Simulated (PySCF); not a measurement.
Species: C4H7BN2O.
InChI=1S/C4H7BN2O/c1-7-5(8)3-2-4-6/h5,8H,7H2,1H3/t5-/m0/s1

Torsions of this conformer, `[CH3:1][NH2+:2][B@@H-:3]([OH:4])[C:5]#[C:6][C:7]#[N:8]`: C1–N2–B3–O4 -55°, H–O4–B3–N2 -98°.

The closed-shell ground state was solved at several levels (PySCF, density fitting, gas phase, non-relativistic). One conformer (not necessarily the lowest) at the GFN2-xTB geometry, without solvent, vibrations or thermal averaging.

```csv
level,basis functions,HOMO (eV),LUMO (eV),gap (eV),dipole (D)
PBE0/def2-SVPD,219,-7.80,-1.01,6.79,8.39
PBE0/pcSseg-1,171,-7.75,-0.92,6.83,8.56
```

(1) Estimate the row for B3LYP/pcJ-1, a basis of 286 functions; the other rows only guide the guess.

(2) Over all these levels, which gives the widest orbital gap and which the narrowest?

(3) How far do the dipole and the HOMO energy spread over the levels?

## Answers

(1) HOMO -7.51 eV, LUMO -1.10 eV, gap 6.41 eV, dipole 8.55 D.

(2) PBE0/pcSseg-1 (global hybrid, 25 % exact exchange) has the widest, 6.83 eV, and B3LYP/pcJ-1 (global hybrid, 20 % exact exchange) the narrowest, 6.41 eV. Functional and basis both differ between the two, so the spread mixes both effects.

(3) The dipole runs from 8.39 to 8.56 D (mean 8.50 D) and the HOMO from -7.80 to -7.51 eV.
